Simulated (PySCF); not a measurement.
Compound: C5H9O4P.
SMILES with atom numbers: `[O:1]=[P:2]1([O:3][CH:4]2[CH2:5][CH2:6]2)[O:7][CH2:8][CH2:9][O:10]1` (hydrogens: H11 on C4; H12, H13 on C5; H14, H15 on C6; H16, H17 on C8; H18, H19 on C9)

Cartesian coordinates in Å at the PBE0-D3(BJ)/def2-SVP level; atoms count from 1:
```
atom  x, y, z in Å
O1     0.223   -2.284    0.803
P2     0.598   -0.912    0.446
O3    -0.573    0.180    0.614
C4    -1.890   -0.210    0.301
C5    -2.313   -0.172   -1.131
C6    -2.789    0.878   -0.160
O7     1.186   -0.649   -1.051
C8     2.484   -0.079   -1.008
C9     2.597    0.588    0.364
O10    1.824   -0.219    1.238
H11   -2.270   -1.003    0.952
H12   -3.014   -0.934   -1.480
H13   -1.552    0.122   -1.859
H14   -2.342    1.872   -0.237
H15   -3.830    0.864    0.173
H16    3.236   -0.877   -1.129
H17    2.591    0.639   -1.832
H18    3.630    0.621    0.735
H19    2.186    1.612    0.351
```

Level: PBE0/pcSseg-1 in PySCF, non-relativistic, on one gas-phase PBE0-D3(BJ)/def2-SVP geometry that isn't relaxed in the solvent. The solvent is an IEF-PCM continuum (van der Waals radii × 1.2). Specific hydrogen bonds and non-electrostatic terms are outside this model.

Gas phase at PBE0/pcSseg-1: HOMO -8.03 eV, LUMO 1.06 eV, dipole 4.32 D.

What does the continuum do to the energy, the frontier levels and the dipole at PBE0/pcSseg-1 in benzene and tetrahydrofuran?

| solvent | ε | E(solvent) − E(gas) (kcal/mol) | polarisation term (kcal/mol) | distortion of the solute (kcal/mol) | HOMO (eV) | LUMO (eV) | dipole (D) |
| --- | --- | --- | --- | --- | --- | --- | --- |
| benzene | 2.271 | -4.92 | -5.27 | 0.35 | -8.02 | 1.08 | 4.83 |
| tetrahydrofuran | 7.426 | -8.86 | -10.03 | 1.17 | -8.03 | 1.06 | 5.26 |

The polarisation term is half the interaction of the solute with the surface charges that it induces; the rest is the cost of distorting the solute's density. The sum is the electrostatic part of solvation alone. From benzene to tetrahydrofuran the lowering changes by a factor 1.80, Onsager's factor (ε − 1)/(2ε + 1) by 1.77 and ε itself by 3.3.

Which radius a makes the point-dipole formula ΔE = −[(ε − 1)/(2ε + 1)]·μ²/a³ give the value in tetrahydrofuran, with the gas-phase dipole?

μ = 1.700 au and |ΔE| = 0.01412 Eh give a = 2.31 Å; the farthest nucleus lies 3.94 Å from the centroid of the nuclei, so such a sphere wouldn't even hold the nuclei. The formula assumes a rigid point dipole at the centre of a sphere.

Give the dipole vector in the frame of the coordinates (D, pointing from negative to positive charge), gas and tetrahydrofuran.

Gas (1.35, 3.56, -2.03), solvent (1.69, 4.32, -2.47). Its length changes by +22 % and its direction by less than 1°.

Which Mulliken charges (PBE0/pcSseg-1) respond most in benzene (means over atoms taken as equivalent)?

```
  atoms                 environment  gas (e)  solvent (e)  change
     O1           phosphoryl oxygen   -0.565       -0.593  -0.028
     P2       phosphoryl phosphorus   +1.396       +1.406  +0.010
H17/H19          methylene hydrogen   +0.136       +0.145  +0.009
 O7/O10    oxygen bonded to C and P   -0.581       -0.590  -0.009
H16/H18          methylene hydrogen   +0.140       +0.148  +0.008
     C4  sp3 carbon bound to oxygen   +0.032       +0.024  -0.008
```

Which Mayer bond orders change most in benzene?

```tsv
bond	length (Å)	gas	solvent	change
O1–P2	1.467	1.946	1.917	-0.029
O7–C8	1.419	0.874	0.860	-0.014
C9–O10	1.419	0.867	0.854	-0.013
P2–O7	1.630	0.940	0.950	+0.010
O10–P2	1.616	0.997	1.006	+0.009
O3–C4	1.408	0.834	0.828	-0.006
P2–O3	1.610	1.006	1.011	+0.005
C8–C9	1.530	1.039	1.042	+0.003
```
